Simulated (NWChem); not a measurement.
# C3H5ClSi; SMILES C#C[Si@@H](C)Cl

```xyz
10

C      0.8753     2.6476    -0.2441
C      0.3900     1.5666     0.0331
Si    -0.3727    -0.0462     0.4517
C     -2.0099    -0.2414    -0.4134
Cl     0.9122    -1.5564    -0.1610
H      1.3093     3.6016    -0.4890
H     -0.5005    -0.1483     1.9306
H     -2.4578    -1.2181    -0.1762
H     -1.8786    -0.1715    -1.5034
H     -2.7042     0.5513    -0.0937
```
Atoms are numbered in this order, from 1.

Results from NWChem. Pople sets run with spherical d functions. Coordinates come from a PBE0/def2-SVP optimisation. GIAO values for the isolated, static molecule; σ is the absolute isotropic shielding, δ = σ(reference) − σ with the isolated reference molecule computed at the same levels (13C: tetramethylsilane, 1H: tetramethylsilane, 29Si: tetramethylsilane).

For level B3LYP/6-31G*:

```
Quantity                 Result
-----------------------  ------
δ C1 (ppm)                 89.2
δ C2 (ppm)                 73.2
δ Si3 (ppm)                -3.2
σ Cl5 (ppm)               955.1
δ H7 (ppm)                 5.12
δ H8 (rotor mean) (ppm)    0.35
```

Task: What are these values for level LDA (Slater exchange, VWN5)/pcSseg-1?

Result: The δ C1 (ppm) is 108.3 and the δ C2 (ppm) is 93.5. The δ Si3 (ppm) comes out as -12.8, the σ Cl5 (ppm) is 905.5 and the δ H7 (ppm) is 5.64. The δ H8 (rotor mean) (ppm) comes out as 0.56.
